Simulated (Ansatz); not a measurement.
The same path of ClGeH₃ (5 atoms, charge 0, multiplicity 1) was run twice with different band settings. Lost on the way: Ge1–H3. Made: Cl2–H3.

Computed with Ansatz, RKS r2SCAN-D4/def2-SVP.

Relaxed end points:

```xyz
5
Properties=species:S:1:pos:R:3
Ge 0.297 0.000 0.074
Cl 0.693 0.000 2.205
H 1.651 0.000 -0.642
H -0.505 1.266 -0.242
H -0.505 -1.266 -0.242
```

```xyz
5
Properties=species:S:1:pos:R:3
Ge -0.212 0.000 -0.814
Cl 1.394 0.000 1.368
H 2.508 0.000 0.715
H -1.029 1.138 -0.058
H -1.029 -1.138 -0.058
```

Common settings: spring 5.0 eV/Å²; optimiser quadratic models (default); start path through a guess of the saddle point; force threshold 0.05 eV/Å; end points relaxed.

| run | movable images | climbing image | iteration limit |
| --- | --- | --- | --- |
| 1 | 9 | yes | 50 |
| 2 | 6 | no | 60 |

**Question.** What does each run give, and how far can it be trusted?

**Answer.** Run 1: converged after 8 iterations, highest image 2.345 eV above the first end. A vibrational analysis at the climbing image gives one clearly imaginary mode, 445i cm⁻¹: a first-order saddle point.
Run 2: converged after 8 iterations, highest image 2.343 eV above the first end. No image climbed, so the highest image needn't sit at the top of the path.
The orbitals stay closed-shell, which can raise the energy where a bond breaks towards radicals; this wasn't checked here.
